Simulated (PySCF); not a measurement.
C3H3N2, SMILES n1c[c][nH]c1, multiplicity 2.

The structure is a stationary point at PBE-D3(BJ)/def2-SVP. The isomer is the one that the SMILES or the coordinates give; other isomers of the formula were not compared.

These are PBE-D3(BJ)/def2-SVP run with PySCF values and carry that method's errors.

Frequencies are harmonic and unscaled.

Computed harmonic wavenumbers and intensities:
```
mode  ν (cm⁻¹)  IR (km/mol)  moving atoms (share of kinetic energy)
----  --------  -----------  --------------------------------------
1          500          0.9                  C 50 %, N 35 %, H 15 %
2          584         96.5                  H 66 %, C 22 %, N 11 %
3          669          0.0                  H 36 %, N 36 %, C 28 %
4          746         19.9                          H 69 %, C 28 %
5          789         15.7                          H 80 %, C 20 %
6          822         60.1                   N 51 %, C 41 %, H 9 %
7          892         20.0                          C 51 %, N 41 %
8         1052         46.4                  H 60 %, C 26 %, N 13 %
9         1093          7.7                  H 66 %, C 24 %, N 11 %
10        1166          7.8                  C 53 %, N 36 %, H 11 %
11        1206          4.1                          H 71 %, C 21 %
12        1299          3.3                  C 48 %, N 31 %, H 21 %
13        1393          2.4                  N 42 %, H 30 %, C 28 %
14        1416          3.7                  C 79 %, N 11 %, H 10 %
15        1486         13.8                  C 56 %, N 29 %, H 16 %
16        3177          1.2                           H 91 %, C 9 %
17        3206          0.6                           H 91 %, C 9 %
18        3556         63.3                                  H 93 %
```
